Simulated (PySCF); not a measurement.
A structure optimised at PBE-D3(BJ)/def2-SVP, used in a PySCF frequency run:

```xyz
13

Si     1.6887     0.9418    -0.0008
Si    -0.3501    -0.2292     0.0204
C     -1.7639     0.7973    -0.6938
O     -0.2358    -1.6831    -0.8359
O     -0.5822    -0.6235     1.6371
H      2.0215     1.3564    -1.4133
H      2.8159     0.0879     0.5146
H      1.6130     2.1955     0.8327
H     -1.9094     1.7227    -0.1000
H     -2.7198     0.2318    -0.6826
H     -1.5554     1.1002    -1.7413
H     -0.6461    -1.6691    -1.7176
H     -1.2321    -1.3344     1.7851
```
Charge 0, spin multiplicity 1.

### Question
Write its SMILES and formula.

### Answer
C[Si](O)(O)[SiH3], CH₈O₂Si₂

### Question
What are its rotational constants (standard atomic weights)?

### Answer
3.4212, 2.0060, 1.9268 GHz
